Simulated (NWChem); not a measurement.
# SiH4S2O; SMILES O[SiH](S)S

```xyz
8

Si    -0.4233    -0.0086    -0.4090
O     -1.8386    -0.3103     0.4057
S      0.6277     1.7596     0.1878
S      0.8618    -1.6224     0.1080
H     -0.7044     0.1315    -1.8675
H     -2.5675     0.2999     0.2538
H      0.2427     2.4639    -0.8992
H     -0.1673    -2.4866     0.2600
```
Atoms are numbered in this order, from 1.

Computed with NWChem. Medium grid unless said otherwise, to which SCAN and Minnesota functionals are sensitive. The geometry was optimised at PBE0/def2-SVP. Hybrids' shares of exact exchange are those that their runs print; pure functionals count as 0. The functionals differ in more than this share.

| row | share of exact exchange | highest occupied level (eV) |
|---|---|---|
| PBE/def2-SVP | 0.00 | -6.20 |
| KT2/def2-SVP | 0.00 | -6.28 |
| B3LYP/def2-SVP | 0.20 | -7.16 |
| B3PW91/def2-SVP | 0.20 | -7.29 |
| MPW1K/def2-SVP | 0.43 | withheld |
| M05-2X/def2-SVP | 0.56 | -8.68 |

Q: Fit a straight line of the last column on the one before it, predict the withheld value, and compare with the run.

A: 
1. Means of the 5 shown rows: x = 0.192, y = -7.122. Slope Σ(x − x̄)(y − ȳ)/Σ(x − x̄)² = -0.9137/0.2093 = -4.366; intercept -6.284.
2. The shown rows scatter about the line by 0.074 (root mean square); the largest residual is -0.13, at B3PW91/def2-SVP.
3. At x = 0.43 (MPW1K/def2-SVP; inside the shown range) the line gives -8.16.
4. The run gives -8.46, -0.30 from the line, 4.1 times the scatter.
